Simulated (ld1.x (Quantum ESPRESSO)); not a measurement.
Results of a calculation; reference values are marked as such.
# Potentials for tellurium compared

Generated with ld1.x 7.5 (TM, RRKJ, ultrasoft, PAW), atompaw 4.2 or ONCVPSP 4.0.1. The cutoff is in Ry: for ld1.x and atompaw files where the sum of valence levels is converged to 10 mRy in a Bessel basis, for ONCV files where the hardest occupied wave has 1 mHa per electron of residual kinetic energy. The error is the largest all-electron minus pseudo excitation energy over each file’s own four to seven test configurations (ionisations up to +4, promotions, holes and added fractions of an electron), all of which were solved. The labels leave out finer settings (local radius, basis sizes, second energies), which also bear on the numbers. Spin-polarised tests are not counted. The rows are a selection from randomly drawn settings: files with unsolved tests, undetermined cutoffs or missed reference levels are left out.

A true bound ghost makes a file unfit for plane-wave use even where its test errors are small: the radial tests pick states by their node count and pass the ghost by.

| potential | cutoff (Ry) | largest error (meV) | bound ghosts |
| --- | --- | --- | --- |
| TM, LDA (PZ), scalar-relativistic, rc 1.35/1.80 (sp), local s, core correction yes, reference 5s2 5p3.5 | 70 | -130 | p, d |
| TM, PBEsol, fully relativistic, rc 1.40/1.80/2.00 (spd), local d, core correction no, reference 5s2 5p3.75 | 60 | -70 | s, p3/2, p1/2 |
| TM, PBE, scalar-relativistic, rc 1.60/1.60/1.35 (spd), local p, core correction yes, reference 5s2 5p4 | 45 | -299 | s |
| PAW, PBEsol, scalar-relativistic, rc 1.90/2.25/2.50 (spd), local smoothed, core correction yes, reference 5s2 5p4 | 10 | -388 | s |
| TM, PBE, scalar-relativistic, rc 1.85/1.60/1.20/1.65 (spdf), local p, core correction no, reference 4d10 5s2 5p3.75 | 110 | +14 | s |
| TM, PBEsol, scalar-relativistic, rc 1.35/1.70/1.40 (spd), local d, core correction no, reference 5s2 5p4 | 110 | +135 | s, p |

Fill in the row for Te: TM, BP86, scalar-relativistic, rc 1.45/2.20/1.15 (spd), local s, core correction yes, reference 4d10 5s2 5p3.75.

cutoff 120 Ry, largest error +14 meV, bound ghosts: none.
